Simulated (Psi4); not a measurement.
H₅GeSi, doublet, geometry from GFN2-xTB; PBE/STO-3G (Psi4).

Input for Psi4:
```
memory 2 GB

molecule {
0 2
  Si    1.58255728   -0.14883064    0.22848526
  Ge   -0.70737659    0.06516866   -0.06935058
  H     2.35711363    0.97278161   -0.30935075
  H     2.14741312   -1.38590867   -0.31683571
  H    -1.50411796   -0.31898370    1.14733016
  H    -1.16165919    1.47053600   -0.33975223
  H    -1.35850081   -0.74019347   -1.16096632
}

set basis sto-3g
set reference uks
set scf_type pk
set puream true
set d_convergence 1e-8
set dft_radial_points 99
set dft_spherical_points 590

energy('pbe')
print_variables()
```

**Question.** What does Psi4 print? Leave out banner, timings and long lists.

**Answer.** 
```
   => Loading Basis Set <=

    Name: STO-3G
    Role: ORBITAL
    Keyword: BASIS

         ---------------------------------------------------------
                                   SCF
               by Justin Turney, Rob Parrish, Andy Simmonett
                          and Daniel G. A. Smith
                              UKS Reference
         ---------------------------------------------------------

  ==> Geometry <==

    Molecular point group: c1
    Full point group: C1

    Geometry (in Angstrom), charge = 0, multiplicity = 2:

       Center              X                  Y                   Z               Mass
    ------------   -----------------  -----------------  -----------------  -----------------
         SI           1.652981913029    -0.154925226102     0.225880005236    27.976926534650
         GE          -0.636951956971     0.059074073898    -0.071955834764    73.921177761000
         H            2.427538263029     0.966687023898    -0.311956004764     1.007825032230
         H            2.217837753029    -1.392003256102    -0.319440964764     1.007825032230
         H           -1.433693326971    -0.325078286102     1.144724905236     1.007825032230
         H           -1.091234556971     1.464441413898    -0.342357484764     1.007825032230
         H           -1.288076176971    -0.746288056102    -1.163571574764     1.007825032230

  Running in c1 symmetry.

  Rotational constants: A =      1.84812  B =      0.13160  C =      0.12941 [cm^-1]
  Rotational constants: A =  55405.26612  B =   3945.20632  C =   3879.74760 [MHz]
  Nuclear repulsion =  165.198686938277575

  Charge       = 0
  Multiplicity = 2
  Electrons    = 51
  Nalpha       = 26
  Nbeta        = 25

  ==> Algorithm <==

  SCF Algorithm Type is PK.
  DIIS enabled.
  MOM disabled.
  Fractional occupation disabled.
  Guess Type is SAD.
  Energy threshold   = 1.00e-06
  Density threshold  = 1.00e-08
  Integral threshold = 1.00e-12

  ==> Primary Basis <==

  Basis Set: STO-3G
    Blend: STO-3G
    Number of shells: 18
    Number of basis functions: 32
    Number of Cartesian functions: 33
    Spherical Harmonics?: true
    Max angular momentum: 2

  ==> DFT Potential <==

   => LibXC <=

    Version 7.1.2
    S. Lehtola, C. Steigemann, M. J. T. Oliveira, and M. A. L. Marques,  SoftwareX 7, 1–5 (2018) (10.1016/j.softx.2017.11.002)

   => Composite Functional: PBE <=

    PBE GGA Exchange-Correlation Functional

    J.P. Perdew et. al., Phys. Rev. Lett., 77(18), 3865-3868, 1996

    Deriv               =              1
    GGA                 =           TRUE
    Meta                =          FALSE

    Exchange Hybrid     =          FALSE
    MP2 Hybrid          =          FALSE

   => Exchange Functionals <=

    1.0000     XC_GGA_X_PBE

   => Correlation Functionals <=

    1.0000     XC_GGA_C_PBE

   => LibXC Density Thresholds  <==

    XC_GGA_C_PBE:  1.00E-12
    XC_GGA_X_PBE:  1.00E-15

   => Molecular Quadrature <=

    Radial Scheme          =       TREUTLER
    Pruning Scheme         =           NONE
    Nuclear Scheme         =       TREUTLER

    Blocking Scheme        =         OCTREE
    BS radius alpha        =              1
    Pruning alpha          =              1
    Radial Points          =             99
    Spherical Points       =            590
    Total Points           =         382038
    Total Blocks           =           2797
    Max Points             =            256
    Max Functions          =             31
    Weights Tolerance      =       1.00E-15

  ==> Integral Setup <==

  Using in-core PK algorithm.
   Calculation information:
      Number of atoms:                   7
      Number of AO shells:              18
      Number of primitives:             54
      Number of atomic orbitals:        33
      Number of basis functions:        32

      Integral cutoff                 1.00e-12
      Number of threads:                 1

  Performing in-core PK
  Using 279312 doubles for integral storage.
  We computed 12697 shell quartets total.
  Whereas there are 14706 unique shell quartets.

  ==> DiskJK: Disk-Based J/K Matrices <==

    J tasked:                  Yes
    K tasked:                   No
    wK tasked:                  No
    Schwarz Cutoff:          1E-12

  Minimum eigenvalue in the overlap matrix is 2.6400078742E-01.
  Reciprocal condition number of the overlap matrix is 1.3451971589E-01.
    Using symmetric orthogonalization.

  ==> Pre-Iterations <==

  SCF Guess: Superposition of Atomic Densities via on-the-fly atomic UHF (no occupation information).

   -------------------------
    Irrep   Nso     Nmo
   -------------------------
     A         32      32
   -------------------------
    Total      32      32
   -------------------------

  ==> Iterations <==

                        Total Energy        Delta E     RMS |[F,P]|

   @UKS iter SAD: -2339.15714069056639   -2.33916e+03   0.00000e+00
   @UKS iter   1: -2341.07963164436251   -1.92249e+00   2.21484e-02 DIIS/ADIIS
   @UKS iter   2: -2291.90221612157939    4.91774e+01   2.25913e-01 ADIIS
   @UKS iter   3: -2339.09520004196747   -4.71930e+01   7.05890e-02 DIIS/ADIIS
   @UKS iter   4: -2341.56553701526718   -2.47034e+00   4.86495e-03 DIIS/ADIIS
   @UKS iter   5: -2341.58842155391812   -2.28845e-02   8.81438e-04 DIIS/ADIIS
   @UKS iter   6: -2341.58934767175970   -9.26118e-04   2.66008e-04 DIIS/ADIIS
   @UKS iter   7: -2341.58942762112702   -7.99494e-05   3.03524e-05 DIIS
   @UKS iter   8: -2341.58942844921467   -8.28088e-07   1.40969e-05 DIIS
   @UKS iter   9: -2341.58942867160249   -2.22388e-07   2.05260e-06 DIIS
   @UKS iter  10: -2341.58942867581800   -4.21551e-09   1.00345e-06 DIIS
   @UKS iter  11: -2341.58942867688029   -1.06229e-09   1.22112e-07 DIIS
   @UKS iter  12: -2341.58942867689893   -1.86446e-11   3.81542e-08 DIIS
   @UKS iter  13: -2341.58942867690212   -3.18323e-12   3.11301e-09 DIIS
  Energy and wave function converged.

  ==> Post-Iterations <==

   Electrons on quadrature grid:
      Nalpha   =   26.0000000432 ; deviation = 4.316e-08
      Nbeta    =   25.0000000121 ; deviation = 1.213e-08
      Ntotal   =   51.0000000553 ; deviation = 5.530e-08

   @Spin Contamination Metric:   1.205157246E-03
   @S^2 Expected:                7.500000000E-01
   @S^2 Observed:                7.512051572E-01
   @S   Expected:                5.000000000E-01
   @S   Observed:                5.000000000E-01

    Orbital Energies [Eh]
    ---------------------

    Alpha Occupied:

       1A   -392.536906     2A    -64.598105     3A    -47.416516
       4A    -43.196305     5A    -43.195549     6A    -43.194276
       7A     -5.312722     8A     -4.809663     9A     -3.582398
      10A     -3.581497    11A     -3.578459    12A     -3.172475
      13A     -3.170679    14A     -3.170175    15A     -0.461452
      16A     -0.396284    17A     -0.272352    18A     -0.269123
      19A     -0.241441    20A     -0.220686    21A     -0.119501
      22A     -0.107011    23A     -0.105652    24A     -0.104895
      25A     -0.104412    26A     -0.062354

    Alpha Virtual:

      27A      0.187775    28A      0.230993    29A      0.255764
      30A      0.337037    31A      0.350716    32A      0.361465

    Beta Occupied:

       1A   -392.536889     2A    -64.593870     3A    -47.415652
       4A    -43.195357     5A    -43.194750     6A    -43.193977
       7A     -5.310561     8A     -4.803365     9A     -3.579167
      10A     -3.578944    11A     -3.577679    12A     -3.167735
      13A     -3.165936    14A     -3.157315    15A     -0.454095
      16A     -0.381715    17A     -0.270317    18A     -0.266795
      19A     -0.234125    20A     -0.212860    21A     -0.108310
      22A     -0.105679    23A     -0.104110    24A     -0.103443
      25A     -0.102858

    Beta Virtual:

      26A      0.007588    27A      0.202624    28A      0.237336
      29A      0.263714    30A      0.346717    31A      0.359032
      32A      0.377224

    Final Occupation by Irrep:
              A
    DOCC [    25 ]
    SOCC [     1 ]
    NA   [    26 ]
    NB   [    25 ]

  @UKS Final Energy: -2341.58942867690212

   => Energetics <=

    Nuclear Repulsion Energy =            165.1986869382775751
    One-Electron Energy =               -3608.2770668996377026
    Two-Electron Energy =                1203.4116929967779015
    DFT Exchange-Correlation Energy =    -101.9227417123195494
    Empirical Dispersion Energy =           0.0000000000000000
    VV10 Nonlocal Energy =                  0.0000000000000000
    Total Energy =                      -2341.5894286769021164

  UHF NO Occupations:
  HONO-2 :   24  A 1.9998250
  HONO-1 :   25  A 1.9997659
  HONO-0 :   26  A 1.0000000
  LUNO+0 :   27  A 0.0002341
  LUNO+1 :   28  A 0.0001750
  LUNO+2 :   29  A 0.0001247
  LUNO+3 :   30  A 0.0000650

Computation Completed

Properties will be evaluated at   0.000000,   0.000000,   0.000000 [a0]

Properties computed using the SCF density matrix

 Multipole Moments:

 ------------------------------------------------------------------------------------
     Multipole            Electronic (a.u.)      Nuclear  (a.u.)        Total (a.u.)
 ------------------------------------------------------------------------------------

 L = 1.  Multiply by 2.5417464519 to convert [e a0] to [Debye]
 Dipole X            :         -6.6458084            6.7872464            0.1414380
 Dipole Y            :          0.5706646           -0.5873722           -0.0167076
 Dipole Z            :          0.3702925           -0.2510837            0.1192088
 Magnitude           :                                                    0.1857272

 ------------------------------------------------------------------------------------

  Variable Map:
  ----------------------------------------------------------------------------
  "CURRENT ENERGY"              =>   -2341.589428676902
  "CURRENT REFERENCE ENERGY"    =>   -2341.589428676902
  "DD SOLVATION ENERGY"         =>       0.000000000000
  "DFT FUNCTIONAL TOTAL ENERGY" =>   -2341.589428676902
  "DFT TOTAL ENERGY"            =>   -2341.589428676902
  "DFT VV10 ENERGY"             =>       0.000000000000
  "DFT XC ENERGY"               =>    -101.922741712320
  "GRID ELECTRONS ALPHA"        =>      26.000000043165
  "GRID ELECTRONS BETA"         =>      25.000000012134
  "GRID ELECTRONS TOTAL"        =>      51.000000055298
  "NUCLEAR REPULSION ENERGY"    =>     165.198686938278
  "ONE-ELECTRON ENERGY"         =>   -3608.277066899638
  "PCM POLARIZATION ENERGY"     =>       0.000000000000
  "PE ENERGY"                   =>       0.000000000000
  "SCF ITERATION ENERGY"        =>   -2341.589428676902
  "SCF ITERATIONS"              =>      13.000000000000
  "SCF TOTAL ENERGY"            =>   -2341.589428676902
  "TWO-ELECTRON ENERGY"         =>    1203.411692996778
  "XC GRID RADIAL POINTS"       =>      99.000000000000
  "XC GRID SPHERICAL POINTS"    =>     590.000000000000
  "XC GRID TOTAL POINTS"        =>  382038.000000000000

  Array Variable Map:
  ----------------------------------------------------------------------------
  "CURRENT DIPOLE"              =>       0.141437988620 ... 0.119208776490 1 by 3
  "SCF DIPOLE"                  =>       0.141437988620 ... 0.119208776490 1 by 3
  "SCF TOTAL ENERGIES"          =>   -2339.157140690566 ... -2341.589428676902 1 by 14
```
